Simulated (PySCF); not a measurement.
Computed properties of FH4N2OTa, SMILES [NH2][Ta]([NH2])(=[O])[F], multiplicity 1

FH₄N₂OTa, SMILES [NH2][Ta]([NH2])(=[O])[F], multiplicity 1. The structure is a stationary point at B3LYP-D3(BJ)/def2-SVP. The spin state was assumed, not searched. The def2 effective core potentials stand for the cores of Ta; spin–orbit coupling is left out. The values are those of a single conformer. All values are computed for the isolated molecule unless a solvent is named; none is compared with measurement here.

**Structure.** The optimised structure has Cs symmetry. All 21 harmonic modes at B3LYP-D3(BJ)/def2-SVP (PySCF) are real, so it is a minimum. With heavy atoms numbered as in [Ta:1](=[O:2])([F:3])([NH2:4])[NH2:7], the shortest bond between them is Ta1–O2 at 1.729 Å and the longest Ta1–N7 at 1.990 Å.

**Vibrations.** The strongest infrared lines (harmonic, unscaled, degenerate partners summed) lie at 525 cm⁻¹ (258 km/mol, H 76 %, N 24 %), 996 cm⁻¹ (141 km/mol, O 91 %, Ta 9 %), 672 cm⁻¹ (135 km/mol, N 71 %, H 16 %, Ta 13 %). The softest mode is at 168 cm⁻¹ and the zero-point energy is 34.6 kcal/mol.

**Electronic structure.** M06-2X/def2-TZVP (PySCF) places the frontier levels at -9.31 and -0.02 eV, a gap of 9.29 eV, and gives a dipole moment of 4.41 D and a mean polarisability of 54.2 bohr³. PBE/def2-TZVP (PySCF) at the same geometry gives -6.41 and -1.42 eV, so its gap is 4.30 eV narrower. An orbital gap is neither the optical nor the fundamental gap.

**Excitations.** TDA-PBE0/def2-SVPD (PySCF) has S1 at 5.74 eV (216 nm, f = 0.020, weak); the most intense of the 10 singlets computed lies at 6.89 eV (f = 0.07). T1 (TDA) is at 5.21 eV, 0.53 eV under S1. TDA-PBE/def2-SVPD (PySCF) puts S1 at 5.13 eV. No vertical singlet excitation falls in the visible range (under 3.1 eV).
